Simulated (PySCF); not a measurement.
An unknown is described by computed data only.

Formula: C3H8S3Si.

- Valence photoelectron: vertical ionisation energy: 8.51 eV [ΔSCF B3LYP/def2-SVPD]
- UV, first state: lowest singlet excitation: 4.88 eV (254 nm, f = 0.011) [TDDFT B3LYP/def2-SVPD]
- Dipole: 1.44 D [B3LYP/def2-SVPD]
- 13C NMR: chemical shifts (computed TMS as zero) by class: 65.6 (1 C), 43.8 (1 C), 12.4 (1 C) ppm [GIAO PBE0/pcSseg-1]
- NMR, other nuclei: isotropic shieldings of nuclei other than C and H, by class: 347 (1 Si), 515 (1 S), 618 (1 S), 632 (1 S) ppm [GIAO PBE0/pcSseg-1]
- Rotational structure: rotational constants A, B, C: 2.246, 0.842, 0.696 GHz [PBE0-D3(BJ)/def2-SVP]
- UV, strongest line: among the 10 lowest singlet transitions: S7 at 5.76 eV (215 nm, f = 0.020) [TDDFT B3LYP/def2-SVPD]
- Polarisability: 124.5 au [B3LYP/def2-SVPD]
- Triplet: lowest triplet excitation (Tamm–Dancoff): 4.63 eV [TDA B3LYP/def2-SVPD]
- 1H NMR: chemical shifts (computed TMS as zero) by class: 5.48 (1 H), 5.47 (1 H), 4.10 (1 H), 2.68 (1 H), 2.66 (1 H), 2.15 (3 H) ppm [GIAO PBE0/pcSseg-1]

Electronic properties: PySCF, gas phase, density fitting. Levels stand in brackets. Geometry: PBE0-D3(BJ)/def2-SVP, one conformer, isolated molecule. NMR values are class means; diastereotopic atoms form classes of their own.

Task: What is the compound? Reason from the data.

Result: Numbering: `[CH3:1][S:2][C@H:3]1[CH2:4][S:5][SiH2:6][S:7]1`. Its formula, C3H8S3Si, gives 1 degree of unsaturation: 1 ring and 0 π bonds in the structure found. 3 carbons fall into 3 classes; from least to most shielded: ring sp3 carbon bound to sulfur [C3] (65.6 ppm), ring sp3 carbon bound to sulfur [C4] (43.8 ppm), S-methyl carbon [C1] (12.4 ppm). Hydrogen classes from least to most shielded: 1 H on an SiH2 silicon, Si6 (5.48 ppm), 1 H on an SiH2 silicon, Si6 (5.47 ppm), 1 H on an sp3 carbon bound to sulfur, C3 (4.10 ppm), 1 H on an sp3 carbon bound to sulfur, C4 (2.68 ppm), 1 H on an sp3 carbon bound to sulfur, C4 (2.66 ppm), 3 H on an S-methyl carbon, C1 (2.15 ppm, a mean of values up to 1.2 ppm apart in this geometry). The other shieldings belong to: 347 ppm, SiH2 silicon [Si6]; 515 ppm, sulfide sulfur [S2]; 618 ppm, sulfur bonded to C and Si [S7]; 632 ppm, sulfur bonded to C and Si [S5]. S1 is mainly HOMO→LUMO (weight 0.88); the largest Löwdin shares of the orbital it empties are 0.59 on the sulfide sulfur, 0.11 on a sulfur bonded to C and Si, 0.09 on the S-methyl carbon and 0.06 on an sp3 carbon bound to sulfur, of the orbital it fills 0.29 on a sulfur bonded to C and Si, 0.21 on the SiH2 silicon, 0.17 on a sulfur bonded to C and Si and 0.12 on an sp3 carbon bound to sulfur. The optimised geometry has point group C1 and is an asymmetric top. Structure: `CS[C@H]1CS[SiH2]S1`. The assignments are read from this structure; whether some other isomer fits the data as well wasn't checked. The mirror image fits equally.
